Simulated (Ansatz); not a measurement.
`CO[SiH2][SiH2]Cl` → `O[SiH]([SiH3])CCl`  (isomerisation)

Calculated with Ansatz (gas phase, PBE0-D4/def2-TZVP geometries, no zero-point term in ΔE). CCSD(T)/CBS is the MP2 limit (def2-TZVPP, def2-QZVPP) plus CCSD(T) − MP2 in def2-TZVPP, frozen cores. DFT in def2-TZVPP. B3LYP here is the variant with VWN-RPA as its local correlation; programs differ in this. One conformer a species, not always the lowest.

Q: Is it downhill or uphill in electronic energy at CCSD(T)/CBS, and by how much? (Best estimate.)

A: Ansatz gave: Uphill: ΔE = +59.9 kJ/mol.

Q: What do these levels give: PBE-D4, r2SCAN-D4, B3LYP-D4, ωB97X-V, ωB97M-V, B2PLYP, r2SCAN, MP2/def2-TZVPP, CCSD/def2-TZVPP, HF/def2-QZVPP, SCS-MP2/def2-QZVPP, HF/CBS(def2)? (An estimate is asked.)

A: Computed: PBE-D4 55.2, r2SCAN-D4 61.1, B3LYP-D4 65.2, ωB97X-V 64.8, ωB97M-V 61.4, B2PLYP 66.3, r2SCAN 61.7, MP2/def2-TZVPP 60.8, CCSD/def2-TZVPP 64.0, HF/def2-QZVPP 86.0, SCS-MP2/def2-QZVPP 65.6, HF/CBS(def2) 86.2 kJ/mol.

Largest T1 diagnostic among the species: 0.011.

The D4 term adds −3.5 kJ/mol with B3LYP and −1.9 kJ/mol with PBE0; it sums over pairs of atoms, weighted by their polarisabilities, and B3LYP, whose exchange is more repulsive, gets the larger term. From PBE to PBE0 (25 % exact exchange), in def2-TZVPP and without D4, ΔE moves by +3.9 kJ/mol.
